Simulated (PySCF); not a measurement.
C5H8OSi.
Geometry (GFN2-xTB, Å), atoms numbered from 1 in this order:
```xyz
15
C5H8OSi angstrom
C      0.934   -1.817    0.133
C      0.123   -0.767    0.065
C     -1.381   -0.920    0.128
O     -2.039    0.316    0.025
Si    -1.084    1.634   -0.129
C      0.519    0.637   -0.076
C      1.774    1.075   -0.143
H      2.004   -1.716    0.088
H      0.551   -2.819    0.236
H     -1.676   -1.385    1.077
H     -1.733   -1.563   -0.688
H     -1.338    2.278   -1.414
H     -1.276    2.514    1.020
H      1.991    2.124   -0.246
H      2.628    0.417   -0.099
```

Computed, not measured: TDDFT wB97X-D/def2-SVPD, vertical, gas phase, core orbitals frozen in the response in PySCF.

Kohn–Sham orbitals with the atoms that hold most of them (Löwdin shares over 4%, at most four atoms; ? is withheld):

```csv
orbital,ε (eV),atoms
HOMO-3,-11.39,"O4 20%, C2 16%, C3 14%, C6 12%"
HOMO-2,-10.34,"C6 24%, O4 21%, Si5 14%, C7 9%"
HOMO-1,-9.86,"O4 39%, Si5 13%, C3 10%, H12 8%"
HOMO,?,?
LUMO,0.24,?
LUMO+1,1.91,"Si5 33%, H12 11%, H13 11%, C7 10%"
LUMO+2,2.23,"Si5 36%, C3 8%, C1 8%, O4 7%"
```

Q: Give the leading atoms of the HOMO.

A: C1 (bonded to C and 2 H) 28%; C7 (bonded to C and 2 H) 20%; C2 (bonded to 3 C) 18%; C6 (bonded to 2 C and Si) 14%.

Q: Give the leading atoms of the LUMO.

A: C7 (bonded to C and 2 H) 24%; C6 (bonded to 2 C and Si) 19%; C1 (bonded to C and 2 H) 17%; C2 (bonded to 3 C) 16%.

Q: What is the HOMO energy, and the HOMO–LUMO gap?

A: ε(HOMO) = -8.57 eV; the gap is 8.81 eV (0.3238 hartree).

Q: How does S1 compare with the orbital gap of 8.81 eV?

A: S1 is at 4.94 eV (f = 0.190), 3.87 eV below the gap, made of HOMO→LUMO (98%). 

Q: Give energy, strength and leading configuration of S1, S2, S3, S4 and S7, and follow the Löwdin shares of the leading atoms from the occupied to the empty orbital.

A: 
- S1 (4.94 eV, f 0.190), HOMO→LUMO (98%): C1 28% → 17%, C7 20% → 24%, C6 14% → 19%
- S2 (5.65 eV, f 0.0016), HOMO-2→LUMO (95%): C6 24% → 19%, O4 21% → at most 16%, C7 9% → 24%
- S3 (6.12 eV, f 0.045), HOMO-1→LUMO (98%): O4 39% → at most 16%, Si5 13% → at most 16%, C7 at most 9% → 24%, C6 at most 9% → 19%
- S4 (6.51 eV, f 0.0022), HOMO→LUMO+1 (88%): C1 28% → at most 10%, C7 20% → 10%, Si5 at most 15% → 33%, H12 at most 15% → 11%
- S7 (7.10 eV, f 0.0011), HOMO-1→LUMO+1 (78%): O4 39% → at most 10%, Si5 13% → 33%, H12 8% → 11%
